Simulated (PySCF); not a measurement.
Bonds (- single, = double, # triple, : aromatic): C1=C2 1.341 Å, C2-C3 1.474 Å, C3=O4 1.209 Å, C2-Si5 1.882 Å, Si5-Cl6 2.078 Å. C1 carries H7, H8; C3 carries H9; Si5 carries H10, H11. H7 is cis to C3; H8 is trans to C3.

Geometry: PBE0-D3(BJ)/def2-SVP; GIAO shifts from PySCF, gas phase, non-relativistic, averaged over equivalent atoms.

At PBE0/cc-pVTZ (258 basis functions, 31 s wall time on 1 thread of an Arm Neoverse V1, shared host):
```json
{"atoms": "C3", "δ (ppm)": "199.2"}
{"atoms": "C1", "δ (ppm)": "158.1"}
{"atoms": "C2", "δ (ppm)": "152.3"}
{"atoms": "O4", "δ (ppm)": "664.3"}
{"atoms": "Si5", "δ (ppm)": "-13.8"}
{"atoms": "Cl6", "δ (ppm)": "-70.1"}
{"atoms": "H9", "δ (ppm)": "9.96"}
{"atoms": "H8", "δ (ppm)": "7.43"}
{"atoms": "H7", "δ (ppm)": "7.17"}
{"atoms": "H10/H11", "δ (ppm)": "5.45"}
```

References, each an isolated molecule treated in the same way: 13C (σref 187.29), 29Si (σref 360.00), 1H (σref 31.29) against TMS; H2O for 17O (σref 334.84); HCl for 35Cl (σref 952.42).

Problem. What do these become at B97-D/pcSseg-2?

Solution. 
```csv
atoms,δ at B97-D/pcSseg-2,change
C3,197.8,-1.4
C1,156.5,-1.6
C2,153.9,+1.6
O4,640.9,-23.4
Si5,-21.8,-8.0
Cl6,-71.1,-1.0
H9,10.06,+0.10
H8,7.26,-0.17
H7,7.03,-0.14
H10/H11,5.41,-0.04
```

Scale: 13C (σref 179.03), 29Si (σref 336.56), 1H (σref 31.40) vs TMS; H2O for 17O (σref 325.20); 35Cl (σref 926.62) vs HCl (reference shieldings calculated alike).

The largest change is at O4 (aldehyde oxygen). Cost: 300 basis functions, 54 s wall time on 1 thread of an Arm Neoverse V1, shared host. The order of the carbon signals is the same at both levels.

Unscaled 17O shifts of doubly bonded oxygen tend to come out too high, by tens of ppm or more. Experimental scales use liquid or dissolved standards, which lie at an offset from isolated H2O (liquid H2O: subtract about 36 ppm).
